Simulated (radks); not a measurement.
Values are calculated unless marked as measured or tabulated.
The table gives one normalised radial function P(r) = r R(r) of Sc2+ in [Ar] 3d1 (r in bohr). Level of theory: scalar-relativistic Kohn-Sham, r2SCAN, spin-polarised, spherical densities, finite nucleus; open shells are filled with parallel spins first; meta-GGA in the generalised Kohn-Sham scheme; Fermi nuclear charge, rms radius 3.5459 fm (a radial shooting solver on a logarithmic mesh with Libxc functionals).

r           P
0.00311    0.0212
0.003563   0.0241
0.00405    0.0270
0.00464    0.0305
0.005274   0.0342
0.006042   0.0384
0.006867   0.0428
0.007868   0.0479
0.008942   0.0531
0.01024    0.0590
0.01164    0.0649
0.01334    0.0714
0.01528    0.0781
0.01737    0.0845
0.0199     0.0910
0.02262    0.0968
0.02591    0.1021
0.02945    0.1059
0.03374    0.1083
0.03835    0.1084
0.04394    0.1055
0.04994    0.0994
0.05721    0.0886
0.06502    0.0739
0.0745     0.0529
0.08535    0.0264
0.097     -0.0034
0.1111    -0.0393
0.1263    -0.0755
0.1447    -0.1140
0.1645    -0.1471
0.1884    -0.1750
0.2142    -0.1902
0.2454    -0.1903
0.2789    -0.1719
0.3195    -0.1309
0.366     -0.0683
0.416      0.0068
0.4766     0.0970
0.5417     0.1825
0.6206     0.2608
0.7054     0.3099
0.8081     0.3242
0.9185     0.2938
1.052      0.2129
1.196      0.0961
1.37      -0.0585
1.557     -0.2159
1.784     -0.3759
2.044     -0.5106
2.323     -0.6004
2.662     -0.6462
3.025     -0.6359
3.466     -0.5727
3.939     -0.4774
4.513     -0.3584
5.129     -0.2489
5.877     -0.1515
6.679     -0.0848
7.652     -0.0400
8.697     -0.0171
9.964     -0.0059

Which n and l does it have? It may be an empty orbital.

Answer. n = 4, l = 0: the number of nodes gives n - l - 1 = 3, the rise at small r (about r^(l+1)) gives l, and the extent must fit the shell. The curve is that of 4s up; the table hardly tells the two spins apart. 4s up (empty): eigenvalue -15.211 eV, 3 radial nodes at r = 0.0957, 0.412, 1.30 bohr, <r> = 3.11 bohr, 90 % of the charge inside 4.53 bohr.
